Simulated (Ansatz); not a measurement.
Consider the formal exchange of groups at the Si–Al bond: `[NH2][AlH][SiH2][TeH]` + CH₄ → `C[SiH2][TeH]` + `[NH2][AlH2]`.

Computed with Ansatz on PBE0-D4/def2-TZVP structures; ΔE is electronic, products minus reactants. CCSD(T)/CBS adds triple-zeta CCSD(T) − MP2 to the extrapolated MP2 energy (def2 sets, frozen cores). This one scheme is used for every species. Functionals use def2-TZVPP. B3LYP here is the variant with VWN-RPA as its local correlation; programs differ in this. Elements past krypton have def2 core potentials. For Te outer-core shells are correlated without core-valence functions, which leaves a few kJ/mol of doubt a bond. Each species was taken in one conformer, which may not be the lowest.

`[NH2][AlH][SiH2][TeH]`:

Z-matrix (Å, degrees):
```
Si
Al 1 2.430
Te 1 2.523 2 99.3
H 1 1.490 2 115.3 3 -109.2
H 1 1.490 2 119.6 3 120.0
N 2 1.766 1 119.4 3 113.3
H 2 1.585 1 121.6 3 -61.3
H 3 1.660 1 91.8 2 43.7
H 6 1.008 2 124.7 1 -172.3
H 6 1.007 2 125.1 1 4.9
```

CH₄:

Z-matrix (Å, degrees):
```
C
H 1 1.090
H 1 1.090 2 109.5
H 1 1.090 2 109.5 3 -120.0
H 1 1.090 2 109.5 3 120.0
```

`C[SiH2][TeH]`:

```xyz
9

C    -1.023    0.702   -0.095
Si    0.161   -0.594    0.539
Te    1.841   -1.285   -1.179
H    -1.757    0.955    0.676
H    -1.553    0.340   -0.978
H    -0.486    1.613   -0.368
H    -0.546   -1.860    0.866
H     0.862   -0.107    1.756
H     2.500    0.236   -1.218
```

`[NH2][AlH2]`:

Cartesian coordinates in Å:
```
N -0.365 -0.862 0.054
Al 0.323 0.761 -0.047
H 0.124 -1.675 0.391
H -1.304 -1.108 -0.217
H 1.821 0.961 0.425
H -0.598 1.923 -0.605
```

| level | ΔE (kcal/mol) | difference from CCSD(T)/CBS |
| --- | --- | --- |
| PBE-D4 | 8.1 | 3.1 |
| r2SCAN-D4 | 6.0 | 1.0 |
| PBE0-D4 | 7.1 | 2.1 |
| ωB97X-V | 4.1 | -0.9 |
| ωB97M-V | 3.0 | -2.0 |
| PBE | 7.7 | 2.7 |
| r2SCAN | 5.9 | 0.9 |
| PBE0 | 6.7 | 1.7 |
| B3LYP | 4.7 | -0.3 |
| HF/def2-TZVPP | 1.9 | -3.1 |
| SCS-MP2/def2-TZVPP | 3.2 | -1.8 |
| CCSD/def2-TZVPP | 4.4 | -0.6 |
| SCS-MP2/def2-QZVPP | 3.1 | -1.9 |
| HF/CBS(def2) | 1.6 | -3.4 |
| MP2/CBS(def2) | 3.6 | -1.4 |
| CCSD/CBS(def2) | 4.3 | -0.7 |
| CCSD(T)/CBS | 5.0 | 0 |

Largest T1 diagnostic among the species: 0.012.

From PBE to PBE0 (25 % exact exchange), in def2-TZVPP and without D4, ΔE moves by −1.0 kcal/mol. In def2-TZVPP, CCSD(T) changes the Hartree–Fock value by +3.1 kcal/mol (the triples alone add +0.6 kcal/mol) and MP2 by +1.7 kcal/mol.
